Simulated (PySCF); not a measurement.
Geometry:
```csv
atom,x (Å),y (Å),z (Å)
C1,-1.092,0.686,-0.957
Si2,-0.071,0.204,0.564
O3,-0.792,-1.023,1.342
C4,1.654,-0.437,0.012
O5,2.045,-1.532,0.344
H6,-2.098,0.971,-0.664
H7,-1.178,-0.136,-1.663
H8,-0.651,1.529,-1.480
H9,0.151,1.326,1.479
H10,-0.276,-1.783,1.609
H11,2.314,0.199,-0.612
```

PySCF 2.14 calculation with NMR shieldings at PBE0/pcSseg-1/GIAO and geometry: GFN2-xTB; in vacuum, one conformer, equivalent nuclei averaged, relativity neglected.

δ = σ(ref) − σ, references computed at the same level: $^{13}$C (186.93 ppm) and $^{1}$H (31.72 ppm) and $^{29}$Si (349.16 ppm) against TMS; H2O for $^{17}$O (336.08 ppm).

| atoms | nucleus | count | δ (ppm) |
| --- | --- | --- | --- |
| C1 | $^{13}$C | 1 | ? |
| O5 | $^{17}$O | 1 | 928.2 |
| Si2 | $^{29}$Si | 1 | ? |
| H10 | $^{1}$H | 1 | 2.32 |
| O3 | $^{17}$O | 1 | 2.9 |
| H9 | $^{1}$H | 1 | ? |
| H6/H7/H8 | $^{1}$H | 3 | 0.43 |
| C4 | $^{13}$C | 1 | 254.2 |
| H11 | $^{1}$H | 1 | 12.23 |

**Question.** Estimate the values marked ?.

**Answer.** 
- C1: -2.8 ppm, methyl carbon bonded to Si; an electropositive neighbour leaves it electron-rich and shielded
- H9: 5.05 ppm, hydrogen on a silicon bonded to 2 C, O
- Si2: -29.3 ppm, silicon bonded to 2 C, O, H

Exchangeable OH/NH protons stand at their gas-phase positions; hydrogen bonding in a real sample shifts them, mostly to higher δ. Shifts are as computed. Against solution values, carbons near 30 ppm lie about +3 ppm off and those near 130 ppm about +5 ppm. Of 1309 compounds with measured shifts, 239 miss one by over three times the rms of a fit or turn the order of signals round; such compounds aren't used in these exercises. Unscaled 17O shifts of doubly bonded oxygen tend to come out too high, by tens of ppm or more. Experimental scales use liquid or dissolved standards, which lie at an offset from isolated H2O (liquid H2O: subtract about 36 ppm).
